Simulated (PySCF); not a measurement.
Structure problem from calculated spectra and properties.

Formula: C3H8ClPSSi2.

- NMR, other nuclei: isotropic shieldings of nuclei other than C and H, by class: 325 (1 Si), 408 (1 Si), 589 (1 P), 709 (1 S), 917 (1 Cl) ppm [GIAO PBE0/pcSseg-1]
- Dipole: 3.34 D [PBE0/pcSseg-1]
- 13C NMR: chemical shifts (computed TMS as zero) by class: 119.5 (1 C), 79.8 (1 C), 6.0 (1 C) ppm [GIAO PBE0/pcSseg-1]
- Rotational structure: rotational constants A, B, C: 1.159, 0.496, 0.422 GHz [GFN2-xTB]
- 1H NMR: chemical shifts (computed TMS as zero) by class: 6.68 (1 H), 5.25 (1 H), 5.02 (1 H), 2.16 (3 H), 1.55 (2 H) ppm [GIAO PBE0/pcSseg-1]

Electronic properties: PySCF, gas phase, density fitting. Levels stand in brackets. Geometry: GFN2-xTB, one conformer, isolated molecule. GFN2-xTB frequencies show an imaginary mode (23i cm⁻¹), so this geometry is no minimum at that level. NMR values are class means; diastereotopic atoms form classes of their own.

Problem. What is the compound? Reason from the data.

Solution. Numbering: `[CH3:1][C:2]#[C:3][SiH2:4][S:5][Si@@H:6]([PH2:7])[Cl:8]`. 3 carbons fall into 3 classes; from least to most shielded: alkyne carbon [C2] (119.5 ppm), alkyne carbon [C3] (79.8 ppm), propargylic carbon [C1] (6.0 ppm). Hydrogen classes from least to most shielded: 1 H on a chlorine-bound silicon, Si6 (6.68 ppm), 1 H on an SiH2 silicon, Si4 (5.25 ppm), 1 H on an SiH2 silicon, Si4 (5.02 ppm), 3 H on a propargylic carbon, C1 (2.16 ppm), 2 H on a three-coordinate phosphorus, P7 (1.55 ppm). The other shieldings belong to: 325 ppm, chlorine-bound silicon [Si6]; 408 ppm, SiH2 silicon [Si4]; 589 ppm, three-coordinate phosphorus [P7]; 709 ppm, sulfur bonded to 2 Si [S5]; 917 ppm, silicon-bound chlorine [Cl8]. The optimised geometry has point group C1 and is an asymmetric top. Structure: `CC#C[SiH2]S[Si@@H](P)Cl`. The assignments are read from this structure; whether some other isomer fits the data as well wasn't checked. The mirror image fits equally.

Shape of the structure used: `[CH3:1][C:2]#[C:3][SiH2:4][S:5][Si@@H:6]([PH2:7])[Cl:8]`: C3–Si4–S5–Si6 -46°, Si4–S5–Si6–P7 -157°, H–P7–Si6–S5 -63°, H–P7–Si6–S5 -156°.
